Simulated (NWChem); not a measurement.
All runs are NWChem calculations. System: C₂H₄O₃Si, charge 0, spin multiplicity 1, displaced from the optimised geometry. The structure started from a generated list of species. Level: PBE0/def2-SVP.

The NWChem input:

```
start mol
memory heap 200 mb stack 800 mb global 1000 mb
geometry units angstroms nocenter noautoz noautosym
  C      2.558873    -0.114368     1.007414
  C      1.404470    -0.064036     0.552689
  Si    -0.339218     0.014947    -0.133652
  O     -0.477731    -1.003396    -1.458113
  O     -0.691919     1.583477    -0.609009
  O     -1.435758    -0.462168     1.041286
  H      3.579182    -0.158681     1.409317
  H     -0.256588    -1.948444    -1.318492
  H     -0.089529     1.996094    -1.263544
  H     -1.420813     0.028885     1.889913
end
basis spherical
  * library def2-svp
end
dft
  xc pbe0
  semidirect memsize 60000000 filesize 0
  iterations 100
  grid fine
end
task dft gradient
```

NWChem printed:

```
             Northwest Computational Chemistry Package (NWChem) 7.3.0
             --------------------------------------------------------

                                NWChem Input Module
                                -------------------

 Scaling coordinates for geometry "geometry" by  1.889725989
 (inverse scale =  0.529177249)

                             Geometry "geometry" -> ""
                             -------------------------

 Output coordinates in angstroms (scale by  1.889725989 to convert to a.u.)

  No.       Tag          Charge          X              Y              Z
 ---- ---------------- ---------- -------------- -------------- --------------
    1 C                    6.0000     2.55887300    -0.11436800     1.00741400
    2 C                    6.0000     1.40447000    -0.06403600     0.55268900
    3 Si                  14.0000    -0.33921800     0.01494700    -0.13365200
    4 O                    8.0000    -0.47773100    -1.00339600    -1.45811300
    5 O                    8.0000    -0.69191900     1.58347700    -0.60900900
    6 O                    8.0000    -1.43575800    -0.46216800     1.04128600
    7 H                    1.0000     3.57918200    -0.15868100     1.40931700
    8 H                    1.0000    -0.25658800    -1.94844400    -1.31849200
    9 H                    1.0000    -0.08952900     1.99609400    -1.26354400
   10 H                    1.0000    -1.42081300     0.02888500     1.88991300

 Effective nuclear repulsion energy (a.u.)     286.7129589917

            Nuclear Dipole moment (a.u.)
            ----------------------------
        X                 Y               Z
 ---------------- ---------------- ----------------
    -0.0000113384    -0.0000151178    -0.0000075589


 Summary of "ao basis" -> "" (spherical)
 ------------------------------------------------------------------------------
       Tag                 Description            Shells   Functions and Types
 ---------------- ------------------------------  ------  ---------------------
 *                          def2-svp                  on all atoms

                                 NWChem DFT Module
                                 -----------------

 Summary of "ao basis" -> "ao basis" (spherical)
 ------------------------------------------------------------------------------
       Tag                 Description            Shells   Functions and Types
 ---------------- ------------------------------  ------  ---------------------
 C                          def2-svp                 6       14   3s2p1d
 Si                         def2-svp                 8       18   4s3p1d
 O                          def2-svp                 6       14   3s2p1d
 H                          def2-svp                 3        5   2s1p

 Summary of "ao basis" -> "ao basis" (spherical)
 ------------------------------------------------------------------------------
       Tag                 Description            Shells   Functions and Types
 ---------------- ------------------------------  ------  ---------------------
 C                          def2-svp                 6       14   3s2p1d
 Si                         def2-svp                 8       18   4s3p1d
 O                          def2-svp                 6       14   3s2p1d
 H                          def2-svp                 3        5   2s1p

            General Information
            -------------------
          SCF calculation type: DFT
          Wavefunction type:  closed shell.
          No. of atoms     :    10
          No. of electrons :    54
           Alpha electrons :    27
            Beta electrons :    27
          Charge           :     0
          Spin multiplicity:     1
          Use of symmetry is: off; symmetry adaption is: off
          Maximum number of iterations: 100
          AO basis - number of functions:   108
                     number of shells:    50
          Convergence on energy requested:  1.00D-06
          Convergence on density requested:  1.00D-05
          Convergence on gradient requested:  5.00D-04

              XC Information
              --------------
                         PBE0 Method XC Functional
                     Hartree-Fock (Exact) Exchange  0.250
          PerdewBurkeErnzerhof Exchange Functional  0.750
            Perdew 1991 LDA Correlation Functional  1.000 local
           PerdewBurkeErnz. Correlation Functional  1.000 non-local

             Grid Information
             ----------------
          Grid used for XC integration:  fine
          Radial quadrature: Mura-Knowles
          Angular quadrature: Lebedev.
          Tag              B.-S. Rad. Rad. Pts. Rad. Cut. Ang. Pts.
          ---              ---------- --------- --------- ---------
          C                   0.70       70          11.0       590
          Si                  1.10      123          11.0       770
          O                   0.60       70          13.0       590
          H                   0.35       60          12.0       590
          Grid pruning is: on
          Number of quadrature shells:   713
          Spatial weights used:  Erf1

          Convergence Information
          -----------------------
          Convergence aids based upon iterative change in
          total energy or number of iterations.
          Levelshifting, if invoked, occurs when the
          HOMO/LUMO gap drops below (HL_TOL):  1.00D-02
          DIIS, if invoked, will attempt to extrapolate
          using up to (NFOCK): 10 stored Fock matrices.

                    Damping( 0%)  Levelshifting(0.5)       DIIS
[...]
 d= 0,ls=0.0,diis     4   -593.0797204169 -3.26D-03  3.53D-04  1.51D-03     8.2
 d= 0,ls=0.0,diis     5   -593.0798464737 -1.26D-04  1.56D-04  5.30D-04     9.6
  Resetting Diis
 d= 0,ls=0.0,diis     6   -593.0799048936 -5.84D-05  5.81D-05  1.19D-04    11.0
 d= 0,ls=0.0,diis     7   -593.0799203157 -1.54D-05  1.22D-05  7.38D-07    12.4
 d= 0,ls=0.0,diis     8   -593.0799202754  4.03D-08  7.02D-06  1.10D-06    13.9

         Total DFT energy =     -593.079920275372
      One electron energy =    -1387.331745578835
           Coulomb energy =      566.072751685132
    Exchange-Corr. energy =      -58.533885373401
 Nuclear repulsion energy =      286.712958991732

 Numeric. integr. density =       53.999999390737

     Total iterative time =     13.4s

                       DFT Final Molecular Orbital Analysis
                       ------------------------------------

 Vector   25  Occ=2.000000D+00  E=-3.388414D-01
              MO Center= -6.5D-01,  3.6D-02, -2.5D-01, r^2= 3.3D+00
   Bfn.  Coefficient  Atom+Function         Bfn.  Coefficient  Atom+Function
  ----- ------------  ---------------      ----- ------------  ---------------
    50      0.319362   4 O  px               66      0.270399   5 O  pz
    78      0.266697   6 O  px               53      0.229493   4 O  px
    64      0.201635   5 O  px               79     -0.199569   6 O  py
    69      0.196567   5 O  pz               81      0.189335   6 O  px
    17     -0.175630   2 C  s                18      0.158577   2 C  px

 Vector   26  Occ=2.000000D+00  E=-3.015074D-01
              MO Center=  1.6D+00, -1.3D-01,  7.1D-01, r^2= 2.6D+00
   Bfn.  Coefficient  Atom+Function         Bfn.  Coefficient  Atom+Function
  ----- ------------  ---------------      ----- ------------  ---------------
     6      0.365268   1 C  pz               20      0.352703   2 C  pz
     9      0.225243   1 C  pz               23      0.207801   2 C  pz
    78     -0.169105   6 O  px                4     -0.148101   1 C  px
    18     -0.142981   2 C  px               81     -0.129111   6 O  px
    50      0.120495   4 O  px                5     -0.096971   1 C  py

 Vector   27  Occ=2.000000D+00  E=-3.014713D-01
              MO Center=  1.7D+00, -2.0D-02,  5.9D-01, r^2= 2.6D+00
   Bfn.  Coefficient  Atom+Function         Bfn.  Coefficient  Atom+Function
  ----- ------------  ---------------      ----- ------------  ---------------
     5      0.393764   1 C  py               19      0.380112   2 C  py
     8      0.242831   1 C  py               22      0.223920   2 C  py
    64     -0.141482   5 O  px               50      0.128439   4 O  px
    67     -0.110569   5 O  px               66     -0.102203   5 O  pz
    53      0.100532   4 O  px                6      0.096048   1 C  pz

 Vector   28  Occ=0.000000D+00  E=-6.549890D-05
              MO Center=  1.5D+00, -5.6D-02,  6.2D-01, r^2= 3.4D+00
   Bfn.  Coefficient  Atom+Function         Bfn.  Coefficient  Atom+Function
  ----- ------------  ---------------      ----- ------------  ---------------
     9      0.540642   1 C  pz               23     -0.475454   2 C  pz
     6      0.367622   1 C  pz               20     -0.290000   2 C  pz
    41     -0.262055   3 Si pz                7     -0.214728   1 C  px
    77      0.197426   6 O  s                21      0.188532   2 C  px
     4     -0.145992   1 C  px               49     -0.145464   4 O  s

 Vector   29  Occ=0.000000D+00  E=-1.546631D-05
              MO Center=  1.5D+00, -7.8D-02,  5.6D-01, r^2= 3.4D+00
   Bfn.  Coefficient  Atom+Function         Bfn.  Coefficient  Atom+Function
  ----- ------------  ---------------      ----- ------------  ---------------
     8      0.581348   1 C  py               22     -0.511190   2 C  py
     5      0.395225   1 C  py               19     -0.311957   2 C  py
    40     -0.282063   3 Si py               63      0.197836   5 O  s
    49     -0.143878   4 O  s                37     -0.141888   3 Si py
   100     -0.134582   9 H  s                64      0.110866   5 O  px

 Vector   30  Occ=0.000000D+00  E= 4.172026D-02
              MO Center= -5.4D-01,  2.1D-02, -2.1D-01, r^2= 6.7D+00
   Bfn.  Coefficient  Atom+Function         Bfn.  Coefficient  Atom+Function
  ----- ------------  ---------------      ----- ------------  ---------------
    32      0.655862   3 Si s                95      0.560115   8 H  s
   100      0.559062   9 H  s               105      0.560236  10 H  s
    49     -0.533082   4 O  s                63     -0.532299   5 O  s
    77     -0.532990   6 O  s                21      0.255274   2 C  px
    90     -0.178924   7 H  s                16     -0.146538   2 C  s

 center of mass
 --------------
 x =  -0.03229099 y =   0.00146359 z =  -0.01277987

 moments of inertia (a.u.)
 ------------------
         536.694448526626          15.231886134982        -136.795478481362
          15.231886134982         883.183669144887           6.093836131633
        -136.795478481362           6.093836131633         830.055212087480

     Multipole analysis of the density
     ---------------------------------

     L   x y z        total         alpha         beta         nuclear
     -   - - -        -----         -----         ----         -------
     0   0 0 0      0.000000    -27.000000    -27.000000     54.000000

     1   1 0 0      0.924659      0.462335      0.462335     -0.000011
     1   0 1 0     -0.043992     -0.021988     -0.021988     -0.000015
     1   0 0 1      0.366475      0.183241      0.183241     -0.000008

     2   2 0 0    -28.849378   -174.735678   -174.735678    320.621978
     2   1 1 0      0.088779      4.108362      4.108362     -8.127945
     2   1 0 1     -0.467503    -36.931986    -36.931986     73.396470
     2   0 2 0    -27.632204    -81.193994    -81.193994    134.755785
     2   0 1 1      0.024307      1.644291      1.644291     -3.264275
     2   0 0 2    -27.822662    -95.537246    -95.537246    163.251829

            General Information
            -------------------
          SCF calculation type: DFT
          Wavefunction type:  closed shell.
          No. of atoms     :    10
          No. of electrons :    54
           Alpha electrons :    27
            Beta electrons :    27
          Charge           :     0
          Spin multiplicity:     1
          Use of symmetry is: off; symmetry adaption is: off
          Maximum number of iterations: 100
          AO basis - number of functions:   108
                     number of shells:    50
          Convergence on energy requested:  1.00D-06
          Convergence on density requested:  1.00D-05
          Convergence on gradient requested:  5.00D-04

              XC Information
              --------------
                         PBE0 Method XC Functional
                     Hartree-Fock (Exact) Exchange  0.250
          PerdewBurkeErnzerhof Exchange Functional  0.750
            Perdew 1991 LDA Correlation Functional  1.000 local
           PerdewBurkeErnz. Correlation Functional  1.000 non-local

             Grid Information
             ----------------
          Grid used for XC integration:  fine
          Radial quadrature: Mura-Knowles
          Angular quadrature: Lebedev.
          Tag              B.-S. Rad. Rad. Pts. Rad. Cut. Ang. Pts.
          ---              ---------- --------- --------- ---------
          C                   0.70       70          11.0       590
          Si                  1.10      123          11.0       770
          O                   0.60       70          13.0       590
          H                   0.35       60          12.0       590
          Grid pruning is: on
          Number of quadrature shells:   713
          Spatial weights used:  Erf1

          Convergence Information
          -----------------------
          Convergence aids based upon iterative change in
          total energy or number of iterations.
          Levelshifting, if invoked, occurs when the
          HOMO/LUMO gap drops below (HL_TOL):  1.00D-02
          DIIS, if invoked, will attempt to extrapolate
          using up to (NFOCK): 10 stored Fock matrices.

                    Damping( 0%)  Levelshifting(0.5)       DIIS
                  --------------- ------------------- ---------------
          dE  on:    start            ASAP                start
          dE off:    2 iters        100 iters           100 iters

      Screening Tolerance Information
      -------------------------------
          Density screening/tol_rho:  1.00D-10
          AO Gaussian exp screening on grid/accAOfunc:  14
          CD Gaussian exp screening on grid/accCDfunc:  20
          XC Gaussian exp screening on grid/accXCfunc:  20
          Schwarz screening/accCoul:  1.00D-08

                            NWChem DFT Gradient Module
                            --------------------------

  charge          =   0.00
  wavefunction    = closed shell

                         DFT ENERGY GRADIENTS

    atom               coordinates                        gradient
                 x          y          z           x          y          z
   1 C       4.835569  -0.216124   1.903736    0.028891  -0.001264   0.011379
   2 C       2.654063  -0.121010   1.044431   -0.028271   0.001210  -0.011140
   3 Si     -0.641029   0.028246  -0.252566    0.003637  -0.000212   0.001424
   4 O      -0.902781  -1.896143  -2.755434   -0.005091   0.003958  -0.017718
   5 O      -1.307537   2.992338  -1.150860   -0.013974   0.011411   0.005542
   6 O      -2.713189  -0.873371   1.967745   -0.012810  -0.013824  -0.000423
   7 H       6.763673  -0.299864   2.663223    0.014329  -0.000608   0.005647
   8 H      -0.484881  -3.682025  -2.491589    0.003849  -0.018243   0.000921
   9 H      -0.169185   3.772071  -2.387752    0.010460   0.009316  -0.012344
  10 H      -2.684947   0.054585   3.571418   -0.001021   0.008257   0.016712

                 ----------------------------------------
                 |  Time  |  1-e(secs)   |  2-e(secs)   |
                 ----------------------------------------
                 |  CPU   |       0.02   |       4.55   |
                 ----------------------------------------
                 |  WALL  |       0.02   |       4.55   |
                 ----------------------------------------

 Task  times  cpu:       20.8s     wall:       20.8s

 Total times  cpu:       20.8s     wall:       20.8s
```
